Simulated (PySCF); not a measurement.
## What settings do to a single point of Sm2O(OH)2

The sound run of Sm2O(OH)2 (singlet in the valence; each metal's 4f electrons, 6 of them, lie in its core potential, out of spins and levels) uses PySCF 2.14.0, RKS PBE0, Sm lcecp-0-SVP with ECP52, O def2-SVP, H def2-SVP; non-relativistic Hamiltonian with scalar-relativistic core potentials where named; density fitting; no spin-orbit coupling, grid (50, 194), threshold 1e-8 Eh and 55 cycles, at the relaxed geometry:

```xyz
7

Sm   -1.2728    0.0000    2.1603
Sm   -1.2728    0.0000   -2.1603
O    -1.5655    0.0000    0.0000
O     0.7208    0.0000    3.0751
H     1.6778    0.0000    3.1444
O     0.7208    0.0000   -3.0751
H     1.6778    0.0000   -3.1444
```

There Sm1 has a Mulliken charge of 0.81 e and the dipole about the centre of mass is 7.09 D. Each run below changes one thing and starts from free metal ions and neutral atoms unless it says otherwise; with 55 cycles, smearing, a level shift and second-order steps follow where DIIS fails, and their cycles count. Energy shifts count from the sound run. On f atoms grids over 110 angular points are at least (60, 302).

```csv
change,outcome,cycles,energy shift (eV),largest force component (eV/Å),charge on Sm1 (e),dipole about the centre of mass (D)
"spin (2S) set to 8, limit 65 cycles",converged,37,21.57,3.81,-0.32,6.38
"grid (40, 110)",converged,13,0.0163,0.06,0.81,7.09
```

Question: One further run converged with energy shift (eV) 2.13, largest force component (eV/Å) 4.33, charge on Sm1 (e) 0.86, dipole about the centre of mass (D) 8.96. Which change was it?
A. H5 put 0.5 Å from Sm1, limit 84 cycles
B. all coordinates × 1.12
C. start from a density of up to 30 smeared cycles (not counted)

Answer: B.

Question: And the other changes listed?

Answer: 
```
                                                       change    outcome  cycles  energy shift (eV)  largest force component (eV/Å)  charge on Sm1 (e)  dipole about the centre of mass (D)
start from a density of up to 30 smeared cycles (not counted)  converged       8             0.0000                            0.01               0.81                                 7.09
                       H5 put 0.5 Å from Sm1, limit 84 cycles  converged      16             126.55                          548.47               1.95                                11.68
```

Unsound on purpose, so not properties of the compound: spin (2S) set to 8, limit 65 cycles; H5 put 0.5 Å from Sm1, limit 84 cycles.

Forces carry noise of the integration grid, about 0.01 to 0.03 eV/Å.

An lcecp potential fixes the number of 4f electrons, so in runs with it no electron can move into or out of that shell.
